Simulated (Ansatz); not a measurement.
Program: Ansatz. Geometries: PBE0-D4/def2-TZVP. ΔE: electronic, gas phase. CBS: MP2 limit from def2 TZ/QZ plus the TZ coupled-cluster correction, frozen cores. Functionals use def2-TZVPP. B3LYP here is the variant with VWN-RPA as its local correlation; programs differ in this. def2 core potentials past Kr. For Se, Sn outer-core shells are correlated without core-valence functions, which leaves a few kJ/mol of doubt a bond. Scalar relativity is left out up to krypton. Each species was taken in one conformer, which may not be the lowest.

Reaction (redistribution): `O[Si](O)(Cl)[SiH](Cl)Cl` + `[SeH][SnH3]` → `O[SiH](Cl)[SiH](Cl)Cl` + `[OH][SnH2][SeH]`

```
             level  ΔE (kcal/mol)  difference from CCSD(T)/CBS
            PBE-D4           19.9                         -0.8
         r2SCAN-D4           21.7                          1.0
           PBE0-D4           22.1                          1.4
          B3LYP-D4           21.8                          1.1
           ωB97X-V           21.7                          1.0
           ωB97M-V           22.6                          1.9
            B2PLYP           21.3                          0.6
               PBE           19.4                         -1.3
            r2SCAN           21.6                          0.9
              PBE0           21.6                          0.9
             B3LYP           21.0                          0.3
     HF/def2-TZVPP           24.3                          3.6
    MP2/def2-TZVPP           21.9                          1.2
SCS-MP2/def2-TZVPP           21.3                          0.6
   CCSD/def2-TZVPP           22.9                          2.2
CCSD(T)/def2-TZVPP           22.3                          1.6
     HF/def2-QZVPP           24.0                          3.3
    MP2/def2-QZVPP           20.9                          0.2
SCS-MP2/def2-QZVPP           20.5                         -0.2
      HF/CBS(def2)           24.0                          3.3
     MP2/CBS(def2)           20.3                         -0.4
    CCSD/CBS(def2)           21.3                          0.6
       CCSD(T)/CBS           20.7                            0
```

Largest T1 diagnostic among the species: 0.012.

The D4 term adds +0.8 kcal/mol with B3LYP and +0.4 kcal/mol with PBE0; it sums over pairs of atoms, weighted by their polarisabilities, and B3LYP, whose exchange is more repulsive, gets the larger term. From PBE to PBE0 (25 % exact exchange), in def2-TZVPP and without D4, ΔE moves by +2.3 kcal/mol. In def2-TZVPP, CCSD(T) changes the Hartree–Fock value by −2.0 kcal/mol (the triples alone add −0.6 kcal/mol) and MP2 by −2.3 kcal/mol.
